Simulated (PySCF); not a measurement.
Vertical excitations of a molecule C3H9OSi, multiplicity 2 from TDA-ωB97X/def2-SVPD (PySCF 2.14.0), as energy in eV (oscillator strength): 0.37 (0.000), 2.11 (0.000), 4.31 (0.051), 4.38 (0.007), 6.81 (0.001), 7.18 (0.030), 7.45 (0.002), 7.57 (0.001), 7.73 (0.009), 7.77 (0.008). The structure is a stationary point at PBE0-D3(BJ)/def2-SVP. Other conformers were not sampled.

Which molecule gave these data?
(A) C[Si](C)(C)[O]
(B) [CH2][Si](C)(C)O
(C) CCO[SiH]C
(D) CO[Si](C)C

A, C[Si](C)(C)[O]
